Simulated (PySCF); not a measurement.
BrGaH3NO, SMILES [NH2][Ga]([OH])[Br]. The structure is a stationary point at B3LYP-D3(BJ)/def2-SVP. The structure was generated by enumeration; whether it is a known compound was not checked. The values are those of a single conformer.

These are B3LYP-D3(BJ)/def2-SVP (PySCF 2.14.0) values and carry that method's errors.

Harmonic wavenumbers (cm⁻¹): 102, 126, 163, 191, 293, 298, 365, 692, 730, 755, 834, 1503, 3587, 3698, 3853. Rotational constants (GHz): 5.889, 1.567, 1.238; symmetry number 1.

Task: Work out the zero-point energy and the ideal-gas rigid-rotor harmonic-oscillator thermochemistry at 298.15 K and 1 atm.

Result: ZPE = ½ Σ hcν = ½ × 17190 cm⁻¹ = 24.57 kcal/mol. H − E(el) = 29.58 kcal/mol. Entropy in cal/(mol K): translation 41.51, rotation 27.73, vibration 16.17, total 85.42. G − E(el) = 4.11 kcal/mol. Cp = 23.49 cal/(mol K). Modes under 150 cm⁻¹ make the vibrational entropy uncertain.
